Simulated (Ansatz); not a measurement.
Gas-phase reaction in SMILES: CNB(C)C [N-dimethylboranylmethanamine] -> C[B]NC + [CH3] (CH3) (the B-C bond at the site shown breaks; other sites are not compared here)
Structures are relaxed separately at B3LYP-D3(BJ)/def2-TZVP in Ansatz (a program for electronic structure), one conformer each, not searched for the lowest.

Property: bond dissociation energy (electronic energy difference), in eV. Valence correlation only, unless marked. Open shells are spin-unrestricted. No spin-orbit coupling. Non-relativistic. Basis-set limits of correlation are two-point, X^-3; Hartree-Fock from the larger set.

Level to compare with: CCSD(T)/CBS(cc-pVTZ,cc-pVQZ) (Ansatz), 4.64 eV. It is a level with limits of its own, and the differences hold the functionals' basis error too.

Q: Rank these functionals by how close they come to CCSD(T)/CBS(cc-pVTZ,cc-pVQZ), closest first: r2SCANh/def2-TZVPD (Ansatz); B97M-V/def2-TZVPD (Ansatz); CAM-B3LYP/def2-TZVPD (Ansatz).

A: B97M-V/def2-TZVPD (meta-GGA with VV10, 4.59 eV, difference -0.05), CAM-B3LYP/def2-TZVPD (range-separated hybrid, 4.46 eV, difference -0.18), r2SCANh/def2-TZVPD (hybrid meta-GGA, 4.27 eV, difference -0.37)
